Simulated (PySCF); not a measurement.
HCdCl (SMILES [Cl][CdH]), singlet, at a GFN2-xTB geometry (such geometries of metal compounds can be far from the true shape) (core potentials on Cd); PBE0/def2-SVP, TDA (PySCF).

The PySCF input:
```python
from pyscf import gto, scf, dft, tdscf

mol = gto.M(
    atom='''
Cd   -0.256755   -0.209645   -0.446947
H    -1.379922   -0.292360   -1.607073
Cl    0.806127    0.609137    1.356501
''',
    basis='def2-svp',
    ecp={'Cd': 'def2-svp'},
    charge=0,
    spin=0,
    verbose=4,
)

mf = dft.RKS(mol)
mf.xc = 'pbe0'
mf.kernel()
td = mf.TDA()
td.nstates = 5
td.kernel()
td.analyze(verbose=3)
```

It wrote (shortened):

```
PySCF version 2.14.0

[INPUT] verbose = 4
[INPUT] num. atoms = 3
[INPUT] num. electrons = 38
[INPUT] charge = 0
[INPUT] spin (= nelec alpha-beta = 2S) = 0
[INPUT] symmetry False subgroup None
[INPUT] Mole.unit = angstrom
[INPUT] Symbol           X                Y                Z      unit          X                Y                Z       unit  Magmom
[INPUT]  1 Cd    -0.256755000000  -0.209645000000  -0.446947000000 AA   -0.485196631113  -0.396171633384  -0.844607422196 Bohr   0.0
[INPUT]  2 H     -1.379922000000  -0.292360000000  -1.607073000000 AA   -2.607674653262  -0.552480329778  -3.036927832183 Bohr   0.0
[INPUT]  3 Cl     0.806127000000   0.609137000000   1.356501000000 AA    1.523359251617   1.151102102339   2.563415377699 Bohr   0.0

nuclear repulsion = 88.9617947247019
number of shells = 22
number of NR pGTOs = 100
number of NR cGTOs = 54
basis = def2-svp
ecp = {'Cd': 'def2-svp'}

******** <class 'pyscf.dft.rks.RKS'> ********
method = RKS
initial guess = minao
damping factor = 0
level_shift factor = 0
DIIS = <class 'pyscf.scf.diis.CDIIS'>
diis_start_cycle = 1
diis_space = 8
diis_damp = 0
SCF conv_tol = 1e-09
SCF conv_tol_grad = None
SCF max_cycles = 50
direct_scf = True
direct_scf_tol = 1e-13
XC library pyscf.dft.libxc version 7.1.2
    S. Lehtola, C. Steigemann, M. J. T. Oliveira, and M. A. L. Marques,  SoftwareX 7, 1–5 (2018)
XC functionals = pbe0
    C. Adamo and V. Barone,  J. Chem. Phys. 110, 6158 (1999)
    M. Ernzerhof and G. E. Scuseria,  J. Chem. Phys. 110, 5029 (1999)
radial grids:
    Treutler-Ahlrichs [JCP 102, 346 (1995); DOI:10.1063/1.469408] (M4) radial grids

becke partition: Becke, JCP 88, 2547 (1988); DOI:10.1063/1.454033
pruning grids: <function nwchem_prune>
grids dens level: 3
symmetrized grids: False
atomic radii adjust function: <function treutler_atomic_radii_adjust>
small_rho_cutoff = 0
Set gradient conv threshold to 3.16228e-05
Initial guess from minao.
tot grids = 51080
init E= -614.154403421151
  HOMO = -0.728332940550701  LUMO = -0.581008909650173  gap/eV = 4.00889
cycle= 1 E= -627.427407452872  delta_E= -13.3  |g|= 1.75  |ddm|= 3.87
  HOMO = 0.00285121649482103  LUMO = 0.0630168696057561  gap/eV = 1.63719
cycle= 2 E= -625.752586330596  delta_E= 1.67  |g|= 3.74  |ddm|= 5.34
  HOMO = -0.309584856888626  LUMO = -0.0350347320745201  gap/eV = 7.47089
cycle= 3 E= -628.239081653687  delta_E= -2.49  |g|= 0.202  |ddm|= 3.06
  HOMO = -0.28534030579017  LUMO = -0.0487509577147895  gap/eV = 6.43792
cycle= 4 E= -628.247080597199  delta_E= -0.008  |g|= 0.111  |ddm|= 0.376
  HOMO = -0.307589463160825  LUMO = -0.0484229039564025  gap/eV = 7.05228
cycle= 5 E= -628.250802539321  delta_E= -0.00372  |g|= 0.0142  |ddm|= 0.165
  HOMO = -0.305270168392508  LUMO = -0.0489230110881623  gap/eV = 6.97556
cycle= 6 E= -628.25085709557  delta_E= -5.46e-05  |g|= 0.00428  |ddm|= 0.0208
  HOMO = -0.306302227342916  LUMO = -0.0492751821961166  gap/eV = 6.99406
cycle= 7 E= -628.250861481457  delta_E= -4.39e-06  |g|= 0.000729  |ddm|= 0.00451
  HOMO = -0.306319810217002  LUMO = -0.0493086562258929  gap/eV = 6.99363
cycle= 8 E= -628.250861549386  delta_E= -6.79e-08  |g|= 0.000132  |ddm|= 0.000497
  HOMO = -0.306305832829363  LUMO = -0.0492987041803192  gap/eV = 6.99352
cycle= 9 E= -628.25086155268  delta_E= -3.29e-09  |g|= 2.18e-05  |ddm|= 0.000162
  HOMO = -0.306303985519983  LUMO = -0.0492972798735288  gap/eV = 6.99351
cycle= 10 E= -628.250861552792  delta_E= -1.12e-10  |g|= 1.11e-05  |ddm|= 3.77e-05
  HOMO = -0.306304848759777  LUMO = -0.0492982527463081  gap/eV = 6.99351
Extra cycle  E= -628.250861552799  delta_E= -6.59e-12  |g|= 9.43e-06  |ddm|= 1.77e-05
converged SCF energy = -628.250861552799

******** <class 'pyscf.tdscf.rks.TDA'> for <class 'pyscf.dft.rks.RKS'> ********
nstates = 5 singlet
deg_eia_thresh = 1.000e-03
wfnsym = None
conv_tol = 1e-05
eigh lindep = 1e-12
eigh level_shift = 0
eigh max_cycle = 100

Excitation energies (eV)
[5.72190482 5.78872658 6.46797198 6.56187409 6.88477537]

** Singlet excitation energies and oscillator strengths **
Excited State   1:      5.72190 eV    216.68 nm  f=0.0097
Excited State   2:      5.78873 eV    214.18 nm  f=0.0306
Excited State   3:      6.46797 eV    191.69 nm  f=0.0113
Excited State   4:      6.56187 eV    188.95 nm  f=0.0195
Excited State   5:      6.88478 eV    180.08 nm  f=0.0244
```
